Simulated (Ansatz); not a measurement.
Basis-set extrapolation for C4H9ClOSi (`CC(C)(C)O[Si]Cl`) (PBE0-D4/def2-TZVP geometry, frozen core, the Gaussian-basis code of Ansatz). Multiplicity 1, RHF reference.

```json
{"": "HF", "def2-TZVPP": "-980.195459", "def2-QZVPP": "-980.227912"}
{"": "MP2 correlation", "def2-TZVPP": "-1.226126", "def2-QZVPP": "-1.316751"}
{"": "CCSD(T) correlation", "def2-TZVPP": "-1.346742", "def2-QZVPP": "not run"}
```

Energies in hartree. Use E(X) = E(∞) + A·exp(−7.88·√X) for Hartree–Fock and E(X) = E(∞) + B·X^(−2.97) for correlation, with X = 3 and 4, and add CCSD(T) minus MP2 of the smaller set to the MP2 limit.

Q: What is the CCSD(T) energy at the basis-set limit?

A: HF limit: -980.227912 + (-0.032453) × 0.13774 = -980.23238. MP2 limit: -1.316751 + (-0.090625) × 0.74074 = -1.38388. Higher-order term: -1.346742 − (-1.226126) = -0.12062. Total: -981.73688 hartree, 511.1 kJ/mol below CCSD(T)/def2-TZVPP.
